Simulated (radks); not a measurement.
Values are calculated unless marked as measured or tabulated.
Species: Bi82+. Configuration: 1s1. Code: a radial shooting solver on a logarithmic mesh with Libxc functionals. Model: Dirac Kohn-Sham, relativistic LDA (MacDonald-Vosko exchange, VWN5 correlation), spin-unpolarised, spherical densities, finite nucleus; Fermi nuclear charge, rms radius 5.5211 fm.

Normalised radial functions P(r) = r R(r) (large component), r in bohr:

| r | 2s1/2 | 2p1/2 |
|---|---|---|
| 0.00117 | 1.0277 | 0.1435 |
| 0.001277 | 1.0909 | 0.1570 |
| 0.001406 | 1.1629 | 0.1732 |
| 0.001547 | 1.2380 | 0.1914 |
| 0.00169 | 1.3093 | 0.2099 |
| 0.00186 | 1.3896 | 0.2325 |
| 0.002031 | 1.4652 | 0.2555 |
| 0.002236 | 1.5493 | 0.2837 |
| 0.002461 | 1.6346 | 0.3153 |
| 0.002688 | 1.7130 | 0.3477 |
| 0.002958 | 1.7980 | 0.3874 |
| 0.003256 | 1.8814 | 0.4320 |
| 0.003556 | 1.9551 | 0.4778 |
| 0.003914 | 2.0311 | 0.5337 |
| 0.004309 | 2.1005 | 0.5966 |
| 0.004705 | 2.1566 | 0.6611 |
| 0.005179 | 2.2073 | 0.7397 |
| 0.005701 | 2.2442 | 0.8277 |
| 0.006225 | 2.2632 | 0.9174 |
| 0.006853 | 2.2648 | 1.0261 |
| 0.007543 | 2.2426 | 1.1468 |
| 0.008237 | 2.1982 | 1.2687 |
| 0.009067 | 2.1198 | 1.4147 |
| 0.009981 | 2.0062 | 1.5747 |
| 0.0109 | 1.8678 | 1.7338 |
| 0.012 | 1.6763 | 1.9208 |
| 0.0131 | 1.4612 | 2.1040 |
| 0.01442 | 1.1814 | 2.3155 |
| 0.01587 | 0.8539 | 2.5372 |
| 0.01733 | 0.5122 | 2.7471 |
| 0.01908 | 0.0969 | 2.9795 |
| 0.021 | -0.3579 | 3.2109 |
| 0.02293 | -0.8028 | 3.4168 |
| 0.02525 | -1.3091 | 3.6280 |
| 0.02779 | -1.8238 | 3.8171 |
| 0.03035 | -2.2892 | 3.9635 |
| 0.0334 | -2.7724 | 4.0850 |
| 0.03677 | -3.2101 | 4.1574 |
| 0.04015 | -3.5536 | 4.1734 |
| 0.0442 | -3.8466 | 4.1292 |
| 0.04865 | -4.0375 | 4.0164 |
| 0.05312 | -4.1115 | 3.8514 |
| 0.05848 | -4.0759 | 3.6064 |
| 0.06437 | -3.9198 | 3.3006 |
| 0.07029 | -3.6788 | 2.9763 |
| 0.07737 | -3.3255 | 2.5890 |
| 0.08449 | -2.9396 | 2.2181 |
| 0.093 | -2.4789 | 1.8146 |
| 0.1024 | -2.0077 | 1.4308 |
| 0.1118 | -1.5928 | 1.1104 |
| 0.1231 | -1.1826 | 0.8070 |
| 0.1355 | -0.8341 | 0.5584 |
| 0.1479 | -0.5767 | 0.3801 |
| 0.1628 | -0.3636 | 0.2361 |
| 0.1792 | -0.2145 | 0.1374 |
| 0.1957 | -0.1241 | 0.0786 |
| 0.2154 | -0.0632 | 0.0396 |

2s1/2 (empty): eigenvalue -26304 eV, 1 radial node at r = 0.0195 bohr, <r> = 0.0623 bohr, 90 % of the charge inside 0.0974 bohr. 2p1/2 (empty): eigenvalue -26263 eV, 0 radial nodes, <r> = 0.0502 bohr, 90 % of the charge inside 0.0836 bohr.
